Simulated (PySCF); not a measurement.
**Vibration and rotation of TaH**

PBE0 constants of TaH, ⁵Δ (quintet), unpaired electrons σ ↑, π ↑↑, δ ↑ (PySCF, scalar-relativistic core potentials, basis sets Ta cc-pVDZ-PP with ECP60, H cc-pVDZ; masses 180.9480 and 1.0078 u):

```
ωe              : 1787.2 cm⁻¹
ωexe            : 25.2 cm⁻¹
Be              : 5.3763 cm⁻¹
αe              : 0.126 cm⁻¹
D (centrifugal) : 0.000195 cm⁻¹
```

Q: Give the vibrational terms G(v) and spacings up to v = 6.

A: G(v) = ωe(v+½) − ωexe(v+½)².

| v | G(v) (cm⁻¹) | G(v) − G(v−1) | Bv (cm⁻¹) |
| --- | --- | --- | --- |
| 0 | 887 |  | 5.313 |
| 1 | 2624 | 1737 | 5.187 |
| 2 | 4310 | 1686 | 5.061 |
| 3 | 5946 | 1636 | 4.935 |
| 4 | 7532 | 1586 | 4.809 |
| 5 | 9067 | 1535 | 4.683 |
| 6 | 10552 | 1485 | 4.557 |

De is left out where the level can put another filling of the metal’s s and d shells below the measured ground configuration, by anything from nothing to about 1 eV. Spin–orbit coupling is left out, which matters for elements this heavy, above all for dissociation energies. With d or f electrons several states lie close, and the lowest PBE0 determinant need not be the measured ground state.
